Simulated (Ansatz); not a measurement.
BH5SiZn (`[BH2][Zn][SiH3]`). Total charge 0; spin multiplicity 1. All single points use the PBE0-D4/def2-TZVP geometry.

```xyz
8

B     1.815    1.229   -1.315
Zn    0.330    0.226   -0.239
Si   -1.370   -0.927    0.993
H     2.583    1.994   -0.800
H     1.968    1.084   -2.497
H    -1.347   -2.401    0.752
H    -1.234   -0.740    2.469
H    -2.745   -0.466    0.637
```

(1) What is the dipole moment at B3LYP/def2-TZVPP? (Best estimate.)

(2) And with PBE, r2SCAN, ωB97M-V? (Best estimate.)

(3) Give the Mulliken charges with B3LYP, ωB97M-V, r2SCAN in def2-TZVPP. (Best estimate.)

Answers

(1) Ansatz gave: 1.11 D, with components (0.79, 0.54, -0.57) D in this frame, pointing from negative to positive charge.

(2) Ansatz gave: PBE 1.08 D, r2SCAN 1.07 D, ωB97M-V 1.09 D.

(3) Ansatz gave: 
| atom | B3LYP | ωB97M-V | r2SCAN |
| --- | --- | --- | --- |
| B1 | -0.09 | -0.16 | -0.02 |
| Zn2 | 0.11 | 0.12 | 0.15 |
| Si3 | 0.13 | 0.01 | 0.12 |
| H4 | 0.04 | 0.07 | 0.00 |
| H5 | 0.04 | 0.07 | 0.00 |
| H6 | -0.08 | -0.04 | -0.08 |
| H7 | -0.07 | -0.04 | -0.08 |
| H8 | -0.08 | -0.04 | -0.08 |

B3LYP here is the variant with VWN-RPA as its local correlation; programs differ in this.
